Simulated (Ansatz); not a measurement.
C2H5O2Si can be A, `C=C[Si](O)O`•, or B, `CC(=O)O[SiH2]`•.

Calculated with Ansatz (gas phase, PBE0-D4/def2-TZVP geometries, no zero-point term in ΔE). CBS: MP2 limit from def2 TZ/QZ plus the TZ coupled-cluster correction, frozen cores. Functionals use def2-TZVPP. B3LYP here is the variant with VWN-RPA as its local correlation; programs differ in this. No spin–orbit coupling; open shells (•) take unrestricted orbitals. One conformer a species, not always the lowest.

Task: Which isomer does CCSD(T)/CBS put lower? Give the gap. (An estimate is asked.)

Result: Computed: A, by 110.3 kJ/mol.

Task: Give E(B) − E(A) in kJ/mol with r2SCAN-D4, B3LYP-D4, PBE-D4, BLYP-D4, LDA (SPW92), CCSD(T)/def2-SVP, B2PLYP. (Estimate.)

Result: Computed: r2SCAN-D4 89.1, B3LYP-D4 93.0, PBE-D4 81.3, BLYP-D4 89.1, LDA (SPW92) 77.8, CCSD(T)/def2-SVP 31.6, B2PLYP 95.2. None reverses the order clearly.

Task: Does the order hold for the free energy at 298.15 K (harmonic terms from PBE0-D4)? (An estimate is asked.)

Result: Ansatz gave: Yes: G(B) − G(A) = +102.5 kJ/mol, for one conformer each.

Largest T1 diagnostic: 0.022.

From r2SCAN to r2SCAN0 (25 % exact exchange), in def2-TZVPP and without D4, E(B) − E(A) moves by +4.5 kJ/mol. In def2-TZVPP, CCSD(T) changes the Hartree–Fock value by +11.0 kJ/mol (the triples alone add −1.8 kJ/mol) and MP2 by +7.1 kJ/mol.
